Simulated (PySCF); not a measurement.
Relaxation of singlet LaF₃

Method: PySCF, PBE0, basis La def2-TZVP with ECP46, F def2-TZVP (scalar-relativistic core potentials, no spin–orbit coupling, density fitting). A (50,194) grid was used.

A start displaced from a saddle point along its imaginary mode, of C3v symmetry, held to at least that symmetry:

```xyz
4
charge 0 multiplicity 1, angstrom
La    0.0000    0.0000    0.1026
F     2.1523    0.0000   -0.2500
F    -1.0762    1.8640   -0.2500
F    -1.0762   -1.8640   -0.2500
```

(1) What does it relax to?

(2) How much energy is released, and in how many steps?

Answers

(1) It ends at C3v with La–F 2.144 Å (×3); F–La–F 115.0° (×3) (after a last refinement on a finer grid). A frequency run shows a minimum.

(2) 4.0 kJ/mol in 6 steps.

The relaxation took 28 s on 4 threads of a shared Arm Neoverse V1 host, with 133 basis functions and 7 gradients; the process peaked at 1.9 GiB.
